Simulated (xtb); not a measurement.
A run for xtb: GFN1-xTB on BeP, 2S+1 = 4, a spin state set in the input, which need not be the lowest, a point of a bond scan (R = 2.196 Å).

```
$ xtb mol.xyz --gfn 1 --sp --chrg 0 --uhf 3
2

Be     0.00000000     0.00000000     0.00000000
P      0.00000000     0.00000000     2.19598600
```

Program output:

```
[...]
           -------------------------------------------------
          |                Calculation Setup                |
           -------------------------------------------------



           -------------------------------------------------
          |                 G F N 1 - x T B                 |
           -------------------------------------------------

        Reference                      10.1021/acs.jctc.7b00118
      * Hamiltonian:
        H0-scaling (s, p, d)           1.850000    2.250000    2.000000
        zeta-weighting                 0.000000
      * Dispersion:
        s8                             2.400000
        a1                             0.630000
        a2                             5.000000
        s9                             0.000000
      * Repulsion:
        kExp                           1.500000
        rExp                           1.000000
      * Coulomb:
        alpha                          2.000000
        third order                    atomic
        anisotropic                    false
      * Halogen bond correction:
        rad-scale                      1.300000
        damping                        0.440000


          ...................................................
          :                      SETUP                      :
          :.................................................:
          :  # basis functions                  14          :
          :  # atomic orbitals                  13          :
          :  # shells                            5          :
          :  # electrons                         7          :
          :  # halogen bonds                     0          :
          :  max. iterations                   250          :
          :  Hamiltonian                  GFN1-xTB          :
          :  restarted?                      false          :
          :  GBSA solvation                  false          :
          :  PC potential                    false          :
          :  electronic temp.          300.0000000     K    :
          :  accuracy                    1.0000000          :
          :  -> integral cutoff          0.2500000E+02      :
          :  -> integral neglect         0.1000000E-07      :
          :  -> SCF convergence          0.1000000E-05 Eh   :
          :  -> wf. convergence          0.2000000E-04 e    :
          :  Broyden damping             0.4000000          :
          :  net charge                          0          :
          :  unpaired electrons                  3          :
          ...................................................

 iter      E             dE          RMSdq      gap      omega  full diag
   1     -1.4816156 -0.148162E+01  0.232E+01    2.98       0.0  T
   2     -2.0574330 -0.575817E+00  0.180E+01    0.24       1.0  T
   3     -3.1707657 -0.111333E+01  0.522E+00    2.89       1.0  T
   4     -3.1815249 -0.107592E-01  0.343E+00    2.90       1.0  T
   5     -3.1939972 -0.124723E-01  0.945E-01    2.91       1.0  T
   6     -3.1946847 -0.687482E-03  0.279E-01    2.91       1.0  T
   7     -3.1946608  0.238843E-04  0.181E-01    2.91       1.0  T
   8     -3.1947106 -0.498272E-04  0.468E-02    2.91       1.5  T
   9     -3.1947124 -0.180725E-05  0.103E-03    2.91      68.5  T
  10     -3.1947124  0.766924E-10  0.848E-04    2.91      83.3  T
  11     -3.1947124 -0.499036E-09  0.135E-04    2.91     525.1  T
  12     -3.1947124 -0.285327E-11  0.407E-07    2.91  100000.0  T

   *** convergence criteria satisfied after 12 iterations ***

         #    Occupation            Energy/Eh            Energy/eV
      -------------------------------------------------------------
         1        2.0000           -0.6694885             -18.2177
         2        2.0000           -0.3759911             -10.2312
         3        1.0000           -0.3300686              -8.9816
         4        1.0000           -0.3300686              -8.9816
         5        1.0000           -0.2974831              -8.0949 (HOMO)
         6                         -0.1903984              -5.1810 (LUMO)
         7                         -0.1903984              -5.1810
         8                         -0.0387730              -1.0551
         9                          0.0054227               0.1476
        10                          0.0054227               0.1476
       ...                                ...                  ...
        13                          0.3032338               8.2514
      -------------------------------------------------------------
                  HL-Gap            0.1070848 Eh            2.9139 eV
             Fermi-level           -0.2986436 Eh           -8.1265 eV

 SCC (total)                   0 d,  0 h,  0 min,  0.002 sec
 SCC setup                      ...        0 min,  0.000 sec (  3.381%)
 Dispersion                     ...        0 min,  0.000 sec (  1.088%)
 classical contributions        ...        0 min,  0.000 sec (  0.733%)
 integral evaluation            ...        0 min,  0.000 sec ( 22.061%)
 iterations                     ...        0 min,  0.001 sec ( 47.096%)
 molecular gradient             ...        0 min,  0.000 sec ( 18.821%)
 printout                       ...        0 min,  0.000 sec (  6.263%)

         :::::::::::::::::::::::::::::::::::::::::::::::::::::
         ::                     SUMMARY                     ::
         :::::::::::::::::::::::::::::::::::::::::::::::::::::
         :: total energy              -3.190768702338 Eh    ::
         :: gradient norm              0.026254470379 Eh/a0 ::
         :: HOMO-LUMO gap              2.913924439368 eV    ::
         ::.................................................::
         :: SCC energy                -3.194712427678 Eh    ::
         :: -> electrostatic           0.000784298841 Eh    ::
         :: repulsion energy           0.004439782534 Eh    ::
         :: dispersion energy         -0.000496057194 Eh    ::
         :: halogen bond corr.         0.000000000000 Eh    ::
         :: add. restraining           0.000000000000 Eh    ::
         :: total charge              -0.000000000032 e     ::
         :::::::::::::::::::::::::::::::::::::::::::::::::::::

           -------------------------------------------------
          |                Property Printout                |
           -------------------------------------------------

    * Orbital Energies and Occupations

         #    Occupation            Energy/Eh            Energy/eV
      -------------------------------------------------------------
         1        2.0000           -0.6694885             -18.2177
         2        2.0000           -0.3759911             -10.2312
         3        1.0000           -0.3300686              -8.9816
         4        1.0000           -0.3300686              -8.9816
         5        1.0000           -0.2974831              -8.0949 (HOMO)
         6                         -0.1903984              -5.1810 (LUMO)
         7                         -0.1903984              -5.1810
         8                         -0.0387730              -1.0551
         9                          0.0054227               0.1476
        10                          0.0054227               0.1476
        11                          0.0644446               1.7536
        12                          0.0644446               1.7536
        13                          0.3032338               8.2514
      -------------------------------------------------------------
                  HL-Gap            0.1070848 Eh            2.9139 eV
             Fermi-level           -0.2986436 Eh           -8.1265 eV

  Mulliken/CM5 charges         n(s)   n(p)   n(d)
     1Be    0.07031  0.15205   1.257  0.672  0.000
     2P    -0.07031 -0.15205   1.947  3.116  0.007
Note: The following floating-point exceptions are signalling: IEEE_DENORMAL
normal termination of xtb

Wiberg/Mayer (AO) data.
largest (>0.10) Wiberg bond orders for each atom

 ---------------------------------------------------------------------------
     #   Z sym  total        # sym  WBO       # sym  WBO       # sym  WBO
 ---------------------------------------------------------------------------
     1   4 Be   1.340 --     2 P    1.340
     2  15 P    1.340 --     1 Be   1.340
 ---------------------------------------------------------------------------

Topologies differ in total number of bonds
Writing topology from bond orders to xtbtopo.mol

 dipole moment from electron density (au)
     X       Y       Z
   0.0000  -0.0000  -0.0197  total (Debye):    0.050


           -------------------------------------------------
          | TOTAL ENERGY               -3.190768702338 Eh   |
          | GRADIENT NORM               0.026254470379 Eh/α |
          | HOMO-LUMO GAP               2.913924439368 eV   |
           -------------------------------------------------

------------------------------------------------------------------------
------------------------------------------------------------------------
 total:
 SCF:
```

The run finished.

Cost: around 0.03 core-seconds (rough).
